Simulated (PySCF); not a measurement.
The group X on allenyl-X is varied. All species are isolated molecules in the gas phase. One relaxed conformer stands for each flexible species; it need not be the lowest. Strings in code marks are SMILES. In the def2 sets, heavy atoms carry core potentials. All members: neutral, multiplicity 1. Level: ωB97X-D3(BJ)/def2-TZVP // PBE0-D3(BJ)/def2-TZVP (PySCF). Delta-SCF ions had no search for a lower state.  The removal energy is E(N − 1 electrons) − E(N electrons) at the parent's geometry; ε(HOMO) is measured against the vacuum level.

```
species                                                 −ε(HOMO) (eV)  vertical ionisation energy (Delta-SCF) (eV)
------------------------------------------------------  -------------  -------------------------------------------
`C=C=CSC` (C–C–S–C torsion 0°)                                   8.37                                     withheld
`C=C=COC` (C–C–O–C torsion 0°)                                   8.89                                         8.74
`C=C=CC=S` (C–C–C–S torsion 180°)                                8.91                                         8.57
`C=C=CC=C` (C–C–C–C torsion 180°)                                8.92                                         8.73
`C=C=CO[SiH3]` (C–C–O–Si torsion 150°)                           9.23                                         9.01
`C=C=CCO` (C–C–C–O torsion -121°, C–C–O–H torsion 57°)           9.95                                         9.84
```

Question: Fit vertical ionisation energy (Delta-SCF) = a + b·x to the 5 complete rows by least squares, with x = −ε(HOMO) in eV. Give a, b and the rms residual, and predict the withheld value.

Answer: Means of the 5 rows: x̄ = 9.18, ȳ = 8.978 eV. Σ(x − x̄)² = 0.82 and Σ(x − x̄)(y − ȳ) = 0.909, so b = 1.109 and a = ȳ − b·x̄ = -1.203 eV. The rms residual is 0.065 eV. At x = 8.37 the line gives 8.08 eV, outside the range of the fitted rows. The run for `C=C=CSC` (C–C–S–C torsion 0°) gave 8.21 eV, so the line is off by 0.13 eV, within twice the rms residual.

Codes: PySCF.
